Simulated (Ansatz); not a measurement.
Cost and result for the atomization energy of C₂H₆ClFSi, SMILES `C[SiH](Cl)CF` (11 atoms, 10 bonds).

Z-matrix (Å, degrees):
```
C
Si 1 1.853
H 1 1.093 2 109.5
H 1 1.092 2 111.0 3 -119.7
H 1 1.092 2 110.9 3 119.7
Cl 2 2.064 1 110.4 3 -176.0
C 2 1.889 1 111.5 3 -59.1
H 2 1.483 1 111.7 3 64.4
F 7 1.394 2 109.0 1 58.2
H 7 1.094 2 111.8 1 178.0
H 7 1.095 2 111.3 1 -61.3
```

Total charge 0; spin multiplicity 1. The structure was optimised at the PBE0-D4/def2-TZVP level. It is one conformer, not always the lowest. Program: Ansatz. All runs use 4 threads of an Intel Xeon 6975P-C on a shared host. Times are those of one run each, without the atoms' runs, and a repeat can differ threefold. Electronic energies, without spin–orbit coupling; frozen cores. CCSD(T)/CBS adds CCSD(T) − MP2 in def2-TZVPP to the MP2 limit, and its time is that of the two runs behind it. T1 = 0.010. B3LYP takes the VWN-RPA correlation (the form of Gaussian; ORCA's B3LYP/G).

CCSD(T)/CBS is a level of theory with its own doubt, some kJ/mol a heavy atom from the limit and from the frozen cores, so smaller differences don't rank the functionals.

| level | functions | wall time | atomization (kJ/mol) | difference from CCSD(T)/CBS | per bond |
| --- | --- | --- | --- | --- | --- |
| PBE-D4/def2-TZVPP (with forces) | 261 | 2.6 s | 4034.4 | 52.5 | 5.2 |
| PBE0-D4/def2-TZVPP | 261 | 3.3 s | 3982.8 | 0.9 | 0.1 |
| r2SCAN-D4/def2-TZVPP (with forces) | 261 | 4.4 s | 3992.3 | 10.4 | 1.0 |
| B3LYP-D4/def2-TZVPP (with forces) | 261 | 5.5 s | 3967.9 | -14.0 | -1.4 |
| B2PLYP/def2-TZVPP | 261 | 6 s | 3929.4 | -52.5 | -5.3 |
| ωB97X-V/def2-TZVPP | 261 | 7.5 s | 3995.7 | 13.8 | 1.4 |
| ωB97M-V/def2-TZVPP (with forces) | 261 | 11 s | 3995.1 | 13.2 | 1.3 |
| MP2/def2-QZVPP | 491 | 24 s | 3998.8 | 16.9 | 1.7 |
| CCSD(T)/def2-TZVPP | 261 | 62 s | 3880.0 | -101.9 | -10.2 |
| CCSD(T)/CBS(def2) | – | 86 s | 3981.9 | 0.0 | 0.0 |

The D4 term adds +37.4 kJ/mol with B3LYP and +19.7 kJ/mol with PBE0; it sums over pairs of atoms, weighted by their polarisabilities, and B3LYP, whose exchange is more repulsive, gets the larger term. From PBE to PBE0 (25 % exact exchange), in def2-TZVPP and without D4, the atomization energy moves by −48.1 kJ/mol: exact exchange takes away binding that semilocal exchange gives to molecules. In def2-TZVPP, CCSD(T) changes the Hartree–Fock value by +894.6 kJ/mol (the triples alone add +51.0 kJ/mol) and MP2 by +953.2 kJ/mol; breaking electron pairs costs correlation energy, which Hartree–Fock lacks.
